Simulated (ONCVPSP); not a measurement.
## What the settings do to the ONCV potential of Sn (Z = 50)

Base potential:

ONCVPSP 4.0.1 input, shortened (lines: element, Z, core and valence counts, functional; n l f; lmax; l rc ep ncon nbas qcut; lloc lpopt rc5 dvloc0; l nproj debl; icmod fcfact rcfact), PBE, scalar-relativistic:

```
  Sn 50.00    6    5        4      upf
    1    0    2.00
    2    0    2.00
    2    1    6.00
    3    0    2.00
    3    1    6.00
    3    2   10.00
    4    0    2.00
    4    1    6.00
    4    2   10.00
    5    0    2.00
    5    1    2.00
    2
    0    1.60    0.00    4    8    7.90
    1    1.70    0.00    4    8    6.40
    2    1.50    0.00    4    9    8.70
    4    5    1.25    0.00
    0    2    1.10
    1    2    1.00
    2    2    1.10
    1    0.35    0.00
```

All-electron outer shells of the reference configuration (PBE, scalar-relativistic, ld1.x):

```
shell  level (eV)  outermost node (bohr)  outermost maximum (bohr)
   3p     -698.81                   0.14                      0.30
   3d     -473.43                      –                      0.25
   4s     -133.93                   0.40                      0.74
   4p      -89.70                   0.41                      0.79
   4d      -25.84                   0.39                      0.88
   5s      -10.55                   0.98                      2.01
   5p       -3.69                   1.09                      2.55
```

Cutoffs, loose and tight: the cutoffs (Ha) at which the residual kinetic energy of the hardest occupied pseudo-wave falls to 1 and 0.1 mHa per electron. They do not see the model core or the augmentation charge, which bear on the density cutoff. Test errors are all-electron minus pseudo excitation energies from the reference, over the configurations 4s2 4p6 4d10 5s2 5p1; 4s2 4p6 4d10 5s2 5p0; 4s2 4p6 4d10 5s1 5p0; 4s2 4p6 4d10 5s0 5p4. A dash means not determined; rows that change the core or the reference have their own tests.

A true bound ghost makes a file unfit for plane-wave use even where its test errors are small: the radial tests pick states by their node count and pass the ghost by.

```csv
change,outcome,"cutoff, loose","cutoff, tight",bound ghosts,GHOST(+) flags above zero,largest test error (meV)
base,generated,33 Ha,48 Ha,none,none,-16
"all radii but the core radius scaled by about 0.80 (s 1.28, p 1.36, d 1.20 bohr); local potential polynomial inside 1.00 bohr (lpopt 5, dvloc0 0 Ha)",generated,39 Ha,175 Ha,none,s,-13
"all radii but the core radius scaled by about 0.88 (s 1.40, p 1.48, d 1.32 bohr); local potential polynomial inside 1.10 bohr (lpopt 5, dvloc0 0 Ha)",generated,36 Ha,107 Ha,none,d,-13
"all radii but the core radius scaled by about 1.10 (s 1.76, p 1.86, d 1.64 bohr); local potential polynomial inside 1.38 bohr (lpopt 5, dvloc0 0 Ha)",generated,31 Ha,35 Ha,p,none,-20
"all radii but the core radius scaled by about 1.17 (s 1.88, p 1.98, d 1.76 bohr); local potential polynomial inside 1.46 bohr (lpopt 5, dvloc0 0 Ha)",generated,29 Ha,33 Ha,none,none,-20
"all radii but the core radius scaled by about 1.28 (s 2.04, p 2.18, d 1.92 bohr); local potential polynomial inside 1.60 bohr (lpopt 5, dvloc0 0 Ha)",generated,28 Ha,31 Ha,none,none,-30
```

Reading the sweep of the scale of all radii but the core radius (base = 1) (base included, trends over the rows without a ghost): The loose cutoff falls from 39 Ha at 0.8 to 28 Ha at 1.28. A larger radius leaves more room for a smooth pseudo-wave, so fewer plane waves are needed; a smaller one forces it to follow the all-electron wave where it bends sharply. The median size of the test errors (rows with all tests solved) rises from 4.2 meV at 0.8 to 11.2 meV at 1.28. More of the atom is replaced by a form fitted at one configuration, so other configurations suffer as the radius grows. Bound ghosts are found at 1.1.
